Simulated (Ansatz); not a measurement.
An input meant for (H2Al-mu-Cl)2 (Al₂H₄Cl₂) (charge 0, singlet).

```yaml
crystal:
  periodic: [false, false, false]
  atoms:
    - {symbol: Al, position_ang: [-0.138628, -0.983741, -1.314747]}
    - {symbol: H, position_ang: [-0.398792, -0.273273, -2.696621]}
    - {symbol: H, position_ang: [0.005203, -2.528317, -1.039766]}
    - {symbol: Cl, position_ang: [-1.616627, -0.101701, 0.246557]}
    - {symbol: Al, position_ang: [0.138677, 0.983478, 1.314937]}
    - {symbol: H, position_ang: [0.398693, 0.263143, 2.691719]}
    - {symbol: H, position_ang: [-0.003631, 2.530082, 1.050769]}
    - {symbol: Cl, position_ang: [1.615084, 0.110330, -0.252848]}
basis:
  gaussian: {orbitals: ANO-RCC-VTZP}
hamiltonian: {xc: {name: HF}}
correlation: {method: mp2, frozen_orbitals: {Al: 9}}
scf: {omitted_lower_state_checks: [starts]}
```

```sh
$ ansatz run in.yaml --threads 4 --pin off --events-out ev --progress --plain --max-ram 3916MiB
```

Shortened log:

```
Functional definition: HF
Error: "frozen_orbitals" has no count for H
```

In this input frozen orbitals are typed for one element alone, and the program wants a count for each (the count typed has to fit that element's core, too). The program refused the input.
